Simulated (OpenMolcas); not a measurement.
# Computed levels of O2+

```yaml
Program: OpenMolcas 26.06
Method: CASSCF
Basis: ANO-RCC-VTZP [4s3p2d1f]
Scalar_Hamiltonian: DKH2, point nucleus
Active_space: 4 electrons in 4 orbitals (2s 2p)
State_averaging: 2S+1 = 3 even, 6 roots; 2S+1 = 1 even, 11 roots kept (CI in the orbitals of an earlier block); 2S+1 = 5 odd, 1 root; 2S+1 = 3 odd, 9 roots kept (CI in the orbitals of an earlier block); 2S+1 = 1 odd, 8 roots kept (CI in the orbitals of an earlier block)
Spin-orbit_coupling: state interaction with AMFI integrals over the reference wave functions, term energies averaged over their components
```

Spin-free terms above the lowest, with the occupations of the reference:

| Configuration | Term | E (cm-1) | Occupations |
| --- | --- | --- | --- |
| 2s2 2p2 | 3P | 0.0 | 2s 1.96 2p 2.04 |
| 2s2 2p2 | 1D | 22176 | 2s 1.96 2p 2.04 |
| 2s2 2p2 | 1S | 40321 | 2s 1.88 2p 2.12 |
| 2s 2p3 | 5S* | 48917 | 2s 1.00 2p 3.00 |
| 2s 2p3 | 3D* | 123463 | 2s 1.00 2p 3.00 |
| 2s 2p3 | 3P* | 146115 | 2s 1.00 2p 3.00 |
| 2s 2p3 | 1D* | 204598 | 2s 1.00 2p 3.00 |
| 2s 2p3 | 3S* | 211188 | 2s 1.00 2p 3.00 |
| 2s 2p3 | 1P* | 227250 | 2s 1.00 2p 3.00 |

With spin-orbit coupling, above the lowest level:

```csv
Configuration,Term,J,E (cm-1),Measured (cm-1),g,Term weight %
2s2 2p2,3P,0,0.0,0.0,,100
2s2 2p2,3P,1,106,113,1.501,100
2s2 2p2,3P,2,312,,1.501,100
2s2 2p2,1D,2,22386,20273,1.000,100
2s2 2p2,1S,0,40532,43186,,100
2s 2p3,5S*,2,49125,60325,2.002,100
2s 2p3,3D*,2,123670,,1.167,100
2s 2p3,3D*,1,123671,,0.499,100
2s 2p3,3D*,3,123672,,1.334,100
2s 2p3,3P*,0,146324,,,100
2s 2p3,3P*,1,146325,,1.501,100
2s 2p3,3P*,2,146326,,1.501,100
2s 2p3,1D*,2,204808,187054,1.000,100
2s 2p3,3S*,1,211395,197088,2.002,100
2s 2p3,1P*,1,227462,210462,1.000,100
```

Against the 7 measured excited levels shown (Moore, Selected Tables of Atomic Spectra, NSRDS-NBS 3, section 11) the mean absolute deviation is 9300 cm-1; the largest miss in energy is 2s 2p3 1D* 2: computed 204808, measured 187054 cm-1 (+9.5 %), and the largest in proportion 2s 2p3 5S* 2 (-18.6 %).

Spin-orbit coupling puts the lowest level 209 cm-1 below the lowest spin-free term.

For 3P the intervals divided by the larger J are 105.8, 103.1 cm-1. Landé's interval rule makes them equal in pure LS coupling; they differ by 3 % of their mean. The multiplet is regular.

Terms from blocks run as CI alone lack orbitals of their own. Measured partners are found by configuration, term and J. A level has none where our copy of the source lacks it or the pairing is in doubt (some pairs that miss far off the trend of their configuration count as doubtful), and it then counts in no deviation. Only configurations of the active space appear. The first state left out of the spin-orbit step lies near 370000 cm-1 above the lowest spin-free state of the reference (among the parities and spins computed), and the list stops at four fifths of that energy or lower.

The term weight is that of the spin-free term in the level, not the purity of its configuration. * marks odd parity.
